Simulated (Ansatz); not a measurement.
Abridged output of a molecular run in Ansatz:

```
Functional definition: HF
1876 factors; integrals over basis functions are off by at most 1.1e-3 eV
mean field evaluation 1: about -69511.4156 eV, gradient 4.6e1 eV
mean field evaluation 2: about -69511.6525 eV, gradient 4.7e1 eV
mean field evaluation 4: about -69516.3826 eV, gradient 4.8e0 eV
mean field evaluation 8: about -69516.4703 eV, gradient 4.9e-1 eV
mean field evaluation 16: about -69516.4718 eV, gradient 2.6e-6 eV
mean field -69516.47177449 eV, -2554.6832177554 hartree, gradient 2.6e-6 eV, S^2 0.000000; 0 other end points of the search recorded, 0 dependent functions left out
18 core orbitals not correlated: weight in the atoms' cores, before any rotation towards them, 1.000 or more for the frozen orbitals, at most 0.000 for the correlated occupied ones
reference -69516.47177449 eV, -2554.6832177554 hartree; 23, 23 occupied and 271, 271 virtual orbitals, 1876 factors
second order -33.05352635 eV of doubles, -0.00000000 eV of singles
cycle   1  -33.03719896 eV  change    1.6e-2 eV  update   1.3e-1
cycle   2  -33.89980112 eV  change   -8.6e-1 eV  update   4.0e-2
cycle   3  -34.08631854 eV  change   -1.9e-1 eV  update   2.1e-2
cycle   4  -34.07126432 eV  change    1.5e-2 eV  update   5.6e-3
cycle   5  -34.06667248 eV  change    4.6e-3 eV  update   2.8e-3
cycle   6  -34.06787295 eV  change   -1.2e-3 eV  update   1.0e-3
cycle   7  -34.06745269 eV  change    4.2e-4 eV  update   3.8e-4
cycle   8  -34.06736893 eV  change    8.4e-5 eV  update   1.6e-4
cycle   9  -34.06745134 eV  change   -8.2e-5 eV  update   5.0e-5
cycle  10  -34.06746520 eV  change   -1.4e-5 eV  update   1.8e-5
perturbative correction -1.35946328 eV, -0.0499593539 hartree
Total energy: -69551.89870296 eV, -2555.9851333637 hartree
```

Its atoms:

Cartesian coordinates in Å:
```
C -1.131 -0.738 1.033
N -0.107 -0.027 0.309
C 0.709 0.831 1.127
Ga 0.120 -0.203 -1.468
F -0.980 -1.300 -2.287
S 1.625 0.814 -2.680
H -0.696 -1.383 1.809
H -1.823 -0.045 1.531
H -1.713 -1.369 0.359
H 1.234 0.262 1.908
H 1.466 1.344 0.528
H 0.107 1.600 1.630
H 1.189 0.213 -3.800
```

(1) Which basis set was used?
A. def2-SVPD
B. def2-QZVPP
C. cc-pV(D+d)Z
D. def2-TZVPP

(2) Write the keys of the input that set method, charge and spin (a neutral closed shell needs none for the last two).

Results:

(1) D. It gives 312 functions.

(2) 
```yaml
correlation: {method: ccsd_t}
```
